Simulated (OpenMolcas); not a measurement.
Computed levels of 2s² 2p² in ions with 6 electrons, in cm-1 above ³P₀.

```json
{"Program": "OpenMolcas", "Method": "SS-CASPT2, IPEA 0.25 Eh, imaginary shift 0.1 Eh", "Basis": "ANO-RCC-VTZP", "Scalar Hamiltonian": "DKH2, point nucleus", "Spin-orbit coupling": "state interaction with AMFI integrals over the reference wave functions, term energies averaged over their components"}
```

Active space for each ion: 2 electrons in 3 orbitals (2p); closed shells correlated by CASPT2: 1s 2s.

```json
{"Level": "³P₁", "C": "15.8", "O2+": "114", "Ne4+": "412"}
{"Level": "³P₂", "C": "47.2", "O2+": "336", "Ne4+": "1191"}
{"Level": "¹D₂", "C": "10270", "O2+": "20770", "Ne4+": "30880"}
{"Level": "¹S₀", "C": "23400", "O2+": "47120", "Ne4+": "68940"}
```

Problem. Estimate ³P₂, ¹D₂, ¹S₀ for F3+ from its neighbours O2+ and Ne4+.

Solution. ³P₂ is fine structure, which grows about as the fourth power of a screened charge, so the fourth roots are averaged: ((336^0.25 + 1191^0.25) / 2)^4 = 665. The calculation gives 675, so the estimate is off by -1.5 %; the measured value is 613 (Moore, Atomic Energy Levels, vol. I, NSRDS-NBS 35 (1971 reprint of NBS Circular 467, 1949)).
¹D₂ is another term, which grows about linearly with the charge: (20770 + 30880) / 2 = 25825. The calculation gives 25940, so the estimate is off by -0.4 %; the measured value is 25241 (Moore, Atomic Energy Levels, vol. I, NSRDS-NBS 35 (1971 reprint of NBS Circular 467, 1949)).
¹S₀ is another term, which grows about linearly with the charge: (47120 + 68940) / 2 = 58030. The calculation gives 58460, so the estimate is off by -0.7 %; the measured value is 53544 (Moore, Atomic Energy Levels, vol. I, NSRDS-NBS 35 (1971 reprint of NBS Circular 467, 1949)).

Term energies are means over components that CASPT2 splits; among the terms shown or strongly mixed into the levels shown the widest spread is 82 cm-1 (2s² 2p² ¹D, C). With the s shell closed, the reference lacks s² → p² mixing. Measured partners are found by configuration, term and J. A level has none where our copy of the source lacks it or the pairing is in doubt (some pairs that miss far off the trend of their configuration count as doubtful), and it then counts in no deviation. Only configurations of the active space appear.
